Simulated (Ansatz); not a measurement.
Reaction (ligand exchange at a B–C bond): `C=CB(F)F` + `N[SiH3]` → `FB(F)N[SiH3]` + `C=C`

Program: Ansatz. Geometries: PBE0-D4/def2-TZVP. ΔE: electronic, gas phase. CCSD(T)/CBS adds triple-zeta CCSD(T) − MP2 to the extrapolated MP2 energy (def2 sets, frozen cores). This one scheme is used for every species. DFT in def2-TZVPP. B3LYP here is the variant with VWN-RPA as its local correlation; programs differ in this. HSE06 is defined as in plane-wave codes. One conformer a species, not always the lowest.

`C=CB(F)F`:

Cartesian coordinates in Å:
```
C -0.807 -0.905 0.358
C -0.116 0.226 0.492
B 0.831 0.733 -0.616
F 1.516 1.856 -0.484
F 0.999 0.066 -1.747
H -1.476 -1.273 1.130
H -0.724 -1.510 -0.539
H -0.223 0.807 1.405
```

`N[SiH3]`:

Z-matrix (Å, degrees):
```
Si
N 1 1.720
H 1 1.486 2 107.9
H 1 1.494 2 116.0 3 -120.3
H 1 1.486 2 107.9 3 119.4
H 2 1.007 1 119.6 3 -168.6
H 2 1.007 1 119.6 3 49.2
```

`FB(F)N[SiH3]`:

```xyz
9

F     2.278   -0.172    1.536
B     1.093   -0.432    0.998
F     0.455   -1.522    1.416
N     0.517    0.397    0.024
Si   -1.026    0.166   -0.758
H     1.056    1.206   -0.243
H    -1.165    1.271   -1.739
H    -1.072   -1.140   -1.459
H    -2.137    0.225    0.224
```

`C=C`:

```xyz
6

C    -0.607   -0.236   -0.118
C     0.607    0.236    0.118
H    -0.761   -1.189   -0.612
H    -1.497    0.312    0.172
H     0.761    1.189    0.612
H     1.497   -0.312   -0.172
```

```csv
level,ΔE (kJ/mol),difference from CCSD(T)/CBS
LDA (SPW92),-87.7,2.5
PBE-D4,-84.6,5.6
revPBE-D4,-84.2,6.0
BLYP-D4,-88.0,2.2
r2SCAN-D4,-89.1,1.1
B97M-V,-86.8,3.4
PBE0-D4,-87.8,2.4
B3LYP-D4,-90.6,-0.4
r2SCANh-D4,-90.0,0.2
r2SCAN0-D4,-91.2,-1.0
HSE06-D4,-87.8,2.4
BHLYP-D4,-94.3,-4.1
CAM-B3LYP-D4,-92.2,-2.0
ωB97X-V,-88.9,1.3
B2PLYP,-90.0,0.2
PBE-QIDH,-90.1,0.1
PBE,-83.6,6.6
revPBE,-82.1,8.1
BLYP,-86.1,4.1
r2SCAN,-88.8,1.4
PBE0,-86.9,3.3
B3LYP,-89.0,1.2
r2SCANh,-89.7,0.5
BHLYP,-92.8,-2.6
CAM-B3LYP,-91.3,-1.1
LC-ωPBE,-88.6,1.6
RPA@PBE/def2-TZVPP,-88.9,1.3
HF/def2-SVP,-103.7,-13.5
CCSD/def2-SVP,-103.3,-13.1
CCSD(T)/def2-SVP,-102.3,-12.1
HF/def2-TZVPP,-96.0,-5.8
MP2/def2-TZVPP,-90.9,-0.7
CCSD/def2-TZVPP,-92.4,-2.2
CCSD(T)/def2-TZVPP,-91.0,-0.8
HF/def2-QZVPP,-95.9,-5.7
MP2/def2-QZVPP,-90.4,-0.2
SCS-MP2/def2-QZVPP,-91.1,-0.9
HF/CBS(def2),-95.9,-5.7
MP2/CBS(def2),-90.0,0.2
CCSD/CBS(def2),-91.5,-1.3
CCSD(T)/CBS,-90.2,0
```

Largest T1 diagnostic among the species: 0.013.

At CCSD(T), def2-SVP lies −12.1 kJ/mol from the extrapolated value and def2-TZVPP −0.8 kJ/mol. From PBE to PBE0 (25 % exact exchange), in def2-TZVPP and without D4, ΔE moves by −3.3 kJ/mol. Leaving LDA and LC-ωPBE aside and taking each functional with its dispersion term where it has one, the values spread over 10.1 kJ/mol, from BHLYP-D4 to revPBE-D4. LDA lies −4.1 kJ/mol from PBE without D4.
